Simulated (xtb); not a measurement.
HNaO, singlet, at a GFN2-xTB geometry (such geometries of metal compounds can be far from the true shape); GFN1-xTB with ALPB(hexane) (xtb).

Here is a job for xtb.
```
$ xtb mol.xyz --gfn 1 --alpb hexane --json

# file mol.xyz
3

Na    -0.60708701    -0.34567032    -0.49916222
O      0.68596288     0.34473088     0.56471073
H      1.19025406     1.04452643     0.97309857
```

It wrote (shortened):

```
   ID    Z sym.   atoms
    1   11 Na     1
    2    8 O      2
    3    1 H      3

           -------------------------------------------------
          |                Calculation Setup                |
           -------------------------------------------------

           -------------------------------------------------
          |                 G F N 1 - x T B                 |
           -------------------------------------------------

      * Solvation model:               ALPB
        Solvent                        hexane
        Parameter file                 internal GFN1-xTB/ALPB
        Dielectric constant                1.8800E+00
        Reference state                gsolv [1 M gas/solution]
        Free energy shift                  4.1595E-03 Eh       2.6101E+00 kcal/mol
        Temperature                        2.9815E+02 K
        Density                            6.6000E-01 kg/L
        Solvent mass                       8.6180E+01 g/mol
        Interaction kernel             P16
        Born radius scaling (c1)           1.4775E+00
        Born radii integrator          GBOBC
        Born offset                        0.0000E+00 a0       0.0000E+00 AA
        H-bond correction              false
        Ion screening                  false
        Surface tension                    1.0000E-05 Eh       1.5569E+01 dyn/cm
        Grid points                               230 per atom

          ...................................................
          :                      SETUP                      :
          :.................................................:
          :  # basis functions                  10          :
          :  # atomic orbitals                  10          :
          :  # shells                            6          :
          :  # electrons                         8          :
          :  # halogen bonds                     0          :
          :  max. iterations                   250          :
          :  Hamiltonian                  GFN1-xTB          :
          :  restarted?                      false          :
          :  GBSA solvation                   true          :
          :  PC potential                    false          :
          :  electronic temp.          300.0000000     K    :
          :  accuracy                    1.0000000          :
          :  -> integral cutoff          0.2500000E+02      :
          :  -> integral neglect         0.1000000E-07      :
          :  -> SCF convergence          0.1000000E-05 Eh   :
          :  -> wf. convergence          0.2000000E-04 e    :
          :  Broyden damping             0.4000000          :
          :  net charge                          0          :
          :  unpaired electrons                  0          :
          ...................................................

 iter      E             dE          RMSdq      gap      omega  full diag
   1     -5.5620546 -0.556205E+01  0.536E+00    4.07       0.0  T
   2     -5.5674667 -0.541202E-02  0.328E+00    5.05       1.0  T
   3     -5.5674965 -0.298588E-04  0.381E-01    4.97       1.0  T
   4     -5.5675121 -0.155927E-04  0.383E-02    5.02       1.5  T
   5     -5.5675131 -0.101271E-05  0.563E-03    5.02      10.2  T
   6     -5.5675132 -0.942200E-07  0.962E-04    5.02      60.0  T
   7     -5.5675132 -0.142506E-09  0.728E-04    5.02      79.3  T
   8     -5.5675132 -0.178101E-08  0.642E-07    5.02   89938.1  T
   9     -5.5675132 -0.355271E-14  0.270E-09    5.02  100000.0  T

   *** convergence criteria satisfied after 9 iterations ***

         :::::::::::::::::::::::::::::::::::::::::::::::::::::
         ::                     SUMMARY                     ::
         :::::::::::::::::::::::::::::::::::::::::::::::::::::
         :: total energy              -5.539541827792 Eh    ::
         :: total w/o Gsasa/hb        -5.537383863380 Eh    ::
         :: gradient norm              0.010029836820 Eh/a0 ::
         :: HOMO-LUMO gap              5.018291717260 eV    ::
         ::.................................................::
         :: SCC energy                -5.567513210826 Eh    ::
         :: -> electrostatic           0.139783958222 Eh    ::
         :: -> Gsolv                  -0.018590043647 Eh    ::
         ::    -> Gelec               -0.016432079236 Eh    ::
         ::    -> Gsasa               -0.006317453116 Eh    ::
         ::    -> Ghb                  0.000000000000 Eh    ::
         ::    -> Gshift               0.004159488704 Eh    ::
         :: repulsion energy           0.028217015433 Eh    ::
         :: dispersion energy         -0.000245632399 Eh    ::
         :: halogen bond corr.         0.000000000000 Eh    ::
         :: add. restraining           0.000000000000 Eh    ::
         :: total charge              -0.000000000000 e     ::
         :::::::::::::::::::::::::::::::::::::::::::::::::::::

           -------------------------------------------------
          |                Property Printout                |
           -------------------------------------------------

    * Orbital Energies and Occupations

         #    Occupation            Energy/Eh            Energy/eV
      -------------------------------------------------------------
         1        2.0000           -0.6242303             -16.9862
         2        2.0000           -0.4513051             -12.2806
         3        2.0000           -0.3680287             -10.0146
         4        2.0000           -0.3673457              -9.9960 (HOMO)
         5                         -0.1829269              -4.9777 (LUMO)
         6                         -0.1217407              -3.3127
         7                         -0.1200210              -3.2659
         8                         -0.0693788              -1.8879
         9                          0.1465765               3.9885
        10                          0.5271658              14.3449
      -------------------------------------------------------------
                  HL-Gap            0.1844188 Eh            5.0183 eV
             Fermi-level           -0.2751363 Eh           -7.4868 eV

  Mulliken/CM5 charges         n(s)   n(p)   n(d)
     1Na    0.65873  0.94539   0.092  0.249  0.000
     2O    -0.92947 -1.38375   1.679  5.250  0.000
     3H     0.27074  0.43837   0.729  0.000  0.000

Wiberg/Mayer (AO) data.
largest (>0.10) Wiberg bond orders for each atom

 ---------------------------------------------------------------------------
     #   Z sym  total        # sym  WBO       # sym  WBO       # sym  WBO
 ---------------------------------------------------------------------------
     1  11 Na   0.642 --     2 O    0.632
     2   8 O    1.554 --     3 H    0.922     1 Na   0.632
     3   1 H    0.933 --     2 O    0.922
 ---------------------------------------------------------------------------

Topologies differ in total number of bonds
Writing topology from bond orders to xtbtopo.mol

 dipole moment from electron density (au)
     X       Y       Z
  -1.6204  -0.5152  -1.3385  total (Debye):    5.500

           -------------------------------------------------
          | TOTAL ENERGY               -5.539541827792 Eh   |
          | GRADIENT NORM               0.010029836820 Eh/α |
          | HOMO-LUMO GAP               5.018291717260 eV   |
           -------------------------------------------------

normal termination of xtb
```
